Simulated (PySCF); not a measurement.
Compound: C₆H₁₀NS (doublet state).
SMILES with atom numbers: `[NH2:1][CH2:2][C:3]1[CH2:4][CH2:5][C:6](=[S:7])[CH2:8]1` (hydrogens: H9, H10 on N1; H11, H12 on C2; H13, H14 on C4; H15, H16 on C5; H17, H18 on C8)

Structure used (GFN2-xTB), in Å, numbered top down from 1:
```
atom  x, y, z in Å
N1     2.3967   -0.2017   -0.9094
C2     1.7768    0.2736    0.3358
C3     0.3014    0.2106    0.2293
C4    -0.5620   -0.7605    0.9567
C5    -1.9926   -0.4388    0.5074
C6    -1.8653    0.4448   -0.6964
S7    -3.0896    0.8520   -1.6778
C8    -0.4552    0.9045   -0.8370
H9     3.4055   -0.1103   -0.8577
H10    2.1801   -1.1828   -1.0523
H11    2.1072   -0.2886    1.2249
H12    2.1032    1.3157    0.4525
H13   -0.4422   -0.6819    2.0421
H14   -0.2951   -1.7945    0.6938
H15   -2.5332    0.1149    1.2805
H16   -2.5857   -1.3253    0.2814
H17   -0.4007    1.9976   -0.7574
H18   -0.0581    0.6772   -1.8347
```

The hyperfine couplings belong to this conformer and change with its torsions.

Level of theory: UKS B3LYP, pcH-1 on C H N S, non-relativistic, mean-field spin-orbit, GIAO (PySCF). Isolated species at its GFN2-xTB geometry (one conformer only). A GFN2-xTB geometry isn't a minimum of the functional, and hyperfine couplings can be far from their values at a DFT geometry. The SCF solution wasn't tested for stability.

**Question.** Where do the isotropic ENDOR lines of C3, C8, C4, C2, N1, H17/H18, H13/H14, H11/H12, H9/H10 and H15/H16 fall at 1216.9 mT, to first order?

**Answer.** ν± = |νn ± a/2|, one line for each electron-spin manifold; νn = |g_N| × 7.62259 MHz/T × B.

```tsv
nuclei	isotope	g_N	νn (MHz)	a_iso (MHz)	lower line (MHz)	upper line (MHz)
C3	13C	1.4048	13.03	98.97	36.46	62.52
C8	13C	1.4048	13.03	-33.84	3.89	29.95
C4	13C	1.4048	13.03	-32.47	3.20	29.27
C2	13C	1.4048	13.03	-27.29	0.62	26.68
N1	14N	0.4038	3.75	29.24	10.87	18.36
H17/H18	1H	5.5857	51.81	117.80	7.09	110.71
H13/H14	1H	5.5857	51.81	112.64	4.51	108.13
H11/H12	1H	5.5857	51.81	37.20	33.21	70.41
H9/H10	1H	5.5857	51.81	4.70	49.46	54.16
H15/H16	1H	5.5857	51.81	-2.09	50.77	52.86
```

The rows for 13C, of low natural abundance, apply to labelled samples.

**Question.** Which pairs are centred on the nuclear Larmor frequency, and which on half the coupling?

**Answer.** Centred on νn, since |a| < 2νn: H11/H12, H9/H10 and H15/H16. Centred on |a|/2 and split by 2νn: C3, C8, C4, C2, N1, H17/H18 and H13/H14.

Nuclei that the bonding pattern makes equivalent are averaged, as if the motion that swaps them (rotation, inversion, ring flip) were fast. The 1H value of +37.2 MHz is a mean of couplings from 2.1 to 72.3 MHz in this one geometry, not an average over conformers. The 1H value of +112.6 MHz is a mean of couplings from 92.3 to 133.0 MHz in this one geometry, not an average over conformers.

The Mulliken spin populations are largest on C3 (+0.98), C4 (-0.09), C8 (-0.08) and C2 (-0.07). C3 is the only atom above +0.15. The positive populations add up to 1.25 and the negative ones to -0.25, together 2S = 1. The angles at C3 add up to 358.7°, so it is planar.
